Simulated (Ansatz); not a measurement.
Start from `CN[SiH](Cl)OC` and change one atom or group to get `C#C[SiH](Cl)OC`.

Ansatz, PBE0-D4/def2-TZVP geometries, multiplicity 1. Each molecule was computed in one conformer, which needn't be the lowest.

```
                                          property  `CN[SiH](Cl)OC`
size of the dipole moment (ωB97M-V/def2-TZVPP) / D             1.14
               HOMO energy (B3LYP/def2-TZVPP) / eV            -6.93
                LUMO energy (PBE0/def2-TZVPP) / eV             0.84
               LUMO energy (B3LYP/def2-TZVPP) / eV             0.58
             HOMO energy (ωB97M-V/def2-TZVPP) / eV            -9.51
              HOMO–LUMO gap (PBE0/def2-TZVPP) / eV             8.02
```

(1) What does the change do to each property? (Best estimate.)

Results:

(1) Ansatz gave: 
```
                                          property  `C#C[SiH](Cl)OC`  shift
size of the dipole moment (ωB97M-V/def2-TZVPP) / D              2.02   0.88
               HOMO energy (B3LYP/def2-TZVPP) / eV             -8.22  -1.29
                LUMO energy (PBE0/def2-TZVPP) / eV             -0.52  -1.36
               LUMO energy (B3LYP/def2-TZVPP) / eV             -0.71  -1.29
             HOMO energy (ωB97M-V/def2-TZVPP) / eV            -10.77  -1.26
              HOMO–LUMO gap (PBE0/def2-TZVPP) / eV              7.96  -0.06
```

With PBE0 the HOMO falls by 1.31 eV and the LUMO falls by 1.36 eV, so the gap narrows by about 0.05 eV. PBE moves the HOMO by -1.30 eV and ωB97M-V by -1.26 eV. Dipoles are sizes alone; their direction can turn.

B3LYP here is the variant with VWN-RPA as its local correlation; programs differ in this.
